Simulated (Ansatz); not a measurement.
| atom | x (Å) | y (Å) | z (Å) |
| --- | --- | --- | --- |
| C | 0.0306 | 0.0043 | -0.0393 |
| H | 0.6607 | 0.6198 | 0.6738 |
| H | 0.6828 | -0.6375 | -0.6444 |
| H | -0.5955 | 0.6169 | -0.6070 |
| H | -0.6741 | -0.6232 | 0.6061 |

Basis set: STO-3G (spherical functions). Frozen core: 1 orbital. Charge 0, multiplicity 1.

Computed with Ansatz (development build ahead of 0.2.0); each method stands on the lowest determinant of its kind that the runs found. Restricted open shells among the atoms or ions are ROHF, correlated in semicanonical orbitals with singles.

Task: Give the atomization energy at this shape (free ground-state atoms in the same class of orbitals less the molecule, no zero-point energy) of singlet CH₄ by RHF-MP2, RHF.

Result:

```
 method  atomization energy
RHF-MP2     440.77 kcal/mol
    RHF     410.65 kcal/mol
```

Caution: the shape is not the minimum.

This basis has no polarisation functions and is too small for such energies, which can lie far from measured ones in either direction.
